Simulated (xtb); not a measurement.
BBr2, SMILES Br[B+]Br, charge +1. All values are semi-empirical tight-binding results from xtb (GFN2-xTB unless named), good for trends rather than for accurate numbers. Coordinates come from a GFN2-xTB optimisation.

Optimised geometry:

Bonds (Å): B1–Br2 1.741, B1–Br3 1.741. Angles (°): Br2–B1–Br3 180.0.
Charge +1, spin multiplicity 1.

Computed properties:
The point group as xtb finds it is D∞h and the orbital gap comes out as 4.51 eV. The zero-point energy comes out as 3.1 kcal/mol and the G − E(el) at 298.15 K (modified RRHO) is -13.1 kcal/mol. The static polarisability (D4 model) is 55.0 bohr³ and the solvation energy, GFN2-xTB/ALPB(water) is -43.7 kcal/mol. The solvation energy, GFN2-xTB/ALPB(acetone) is -50.5 kcal/mol.

Computed atomic charges and the Wiberg bond orders between heavy atoms:
charges (e) B1 0.41, Br2 0.29, Br3 0.29. Bond orders B1–Br2 1.74, B1–Br3 1.74.
